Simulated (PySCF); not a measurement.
Constitutional and geometric isomers with formula C4H3N. Isolated molecules, 0 K electronic values unless said otherwise. Strings in code marks are SMILES.

The four lowest singlet excitations (Tamm–Dancoff). All values below come from M06-2X/def2-TZVP // B3LYP-D3(BJ)/def2-TZVP run with PySCF 2.14.0. Excitations are Tamm–Dancoff values on a coarser integration grid. The basis has no diffuse functions, so Rydberg states are missing or too high.

| state | energy (eV) | wavelength (nm) | oscillator strength |
|---|---|---|---|
| S1 | 5.10 | 243 | 0.000 |
| S2 | 5.79 | 214 | 0.000 |
| S3 | 6.21 | 200 | 0.009 |
| S4 | 6.68 | 186 | 0.143 |

Name which member gives these states.
(A) `C#CNC#C`
(B) `C=C=CC#N`
(C) `N#CC1=CC1`
(D) `N#CC1C=C1`

A, `C#CNC#C`
